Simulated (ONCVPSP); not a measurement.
**lead (Pb), ONCV: configuration errors across variants**

| Item | Value |
| --- | --- |
| Element | lead (Pb) |
| Generator | ONCVPSP 4.0.1 |
| Type | optimised norm-conserving Vanderbilt (ONCV) |
| Functional | Wu-Cohen |
| Relativity | scalar-relativistic |
| Frozen core | [Kr] 4d10 4f14 |
| Valence charge | 22 |
| Reference configuration | 5s2 5p6 5d10 6s2 6p0.5 (charge +1.5) |
| Partial waves | 5s+6s: rc 1.55 bohr, ncon 5, nbas 10, qcut 8 1/bohr, 2 projectors; 5p+6p: rc 1.85 bohr, ncon 3, nbas 6, qcut 8.7 1/bohr, 2 projectors; 5d: rc 1.75 bohr, ncon 4, nbas 9, qcut 8.1 1/bohr, 1 projector |
| Local potential | polynomial inside 1.30 bohr (lpopt 5, dvloc0 4 Ha) |
| Core correction | none |

All-electron excitation energies from the reference (eV): (1) 5s2 5p6 5d10 6s2 6p2 -12.406; (2) 5s2 5p6 5d10 6s2 6p1 -5.813; (3) 5s2 5p6 5d10 6s2 6p0 7.635; (4) 5s2 5p6 5d9 6s2 6p3 6.846.

1 further variants failed, have other tests or too few solved ones, and are left out.

Errors AE − PS in meV (a dash: test not solved or not reliable):

| change | (1) | (2) | (3) | (4) | bound ghosts | GHOST(+) flags above zero |
| --- | --- | --- | --- | --- | --- | --- |
| base | +5.6 | +2.7 | -3.8 | +3.0 | none | none |
| s: qcut 5 | +5.7 | +2.7 | -3.7 | +3.1 | none | none |
| s: qcut 6 | +5.7 | +2.7 | -3.7 | +3.0 | none | none |
| s: qcut 7 | +5.6 | +2.7 | -3.8 | +2.9 | none | none |
| s: qcut 8.7 | +5.5 | +2.7 | -3.8 | +3.1 | none | none |
| s: qcut 11.1 | +5.4 | +2.7 | -3.8 | +3.5 | none | s |

Give the same row for: s: qcut 10.1.

+5.4, +2.7, -3.8, +3.3; bound ghosts: none; GHOST(+) flags above zero: none.
